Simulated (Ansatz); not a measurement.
`C=CCCCCC` + `CC` → `C=CCCCCCC` + CH₄  (formal exchange of groups at a C–C bond)

Calculated with Ansatz (gas phase, PBE0-D4/def2-TZVP geometries, no zero-point term in ΔE). CBS: MP2 limit from def2 TZ/QZ plus the TZ coupled-cluster correction, frozen cores. This one scheme is used for every species. One conformer a species, not always the lowest.

```tsv
species	CCSD/CBS(def2) energy (Eh)
`C=CCCCCC`	-274.73610
`CC`	-79.70621
`C=CCCCCCC`	-313.98945
CH₄	-40.45584
```

Problem. Work out ΔE.

Solution. ΔE = (-313.98945) + (-40.45584) − (-274.73610) − (-79.70621) = -0.00298 Eh = -7.8 kJ/mol. CCSD(T)/CBS gives -8.4 kJ/mol.

Largest T1 diagnostic among the species: 0.009.
